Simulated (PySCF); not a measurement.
## Magnesium: a sound run and one with changed settings

Sound run: Mg²⁺ [Ne], Mg³⁺ [He] 2s2 2p5. Computed with PySCF 2.14 in x2c-TZVPall (5s4p3d, 32 functions), with the spin-free X2C one-electron Hamiltonian (Gaussian nucleus). The sound run starts from symmetry-adapted Hartree-Fock orbitals and uses a fine grid where one is needed.

Changed run: radial step 0.3 in ln r (0.13 in the sound run). This setting is unsound on purpose.

| species | method | sound run (hartree) | changed run (hartree) | converged |
| --- | --- | --- | --- | --- |
| Mg²⁺ | UHF | -199.12816 | -199.12816 | yes |
| Mg²⁺ | PBE0 | -199.43301 | -199.43287 | yes |
| Mg²⁺ | B3LYP | -199.54891 | -199.54879 | yes |
| Mg³⁺ | UHF | -196.23931 | -196.23931 | yes |
| Mg³⁺ | PBE0 | -196.48501 | -196.48497 | yes |
| Mg³⁺ | B3LYP | -196.59119 | -196.59113 | yes |

Ionisation energy of Mg²⁺:

```json
{"method": "UHF", "sound run (eV)": "78.610", "changed run (eV)": "78.610"}
{"method": "PBE0", "sound run (eV)": "80.219", "changed run (eV)": "80.216"}
{"method": "B3LYP", "sound run (eV)": "80.484", "changed run (eV)": "80.482"}
```

A coarse radial grid mis-integrates the density and the exchange-correlation energy, with errors of either sign; Hartree-Fock needs no grid.

For comparison, NIST gives 80.144 eV between the lowest levels.
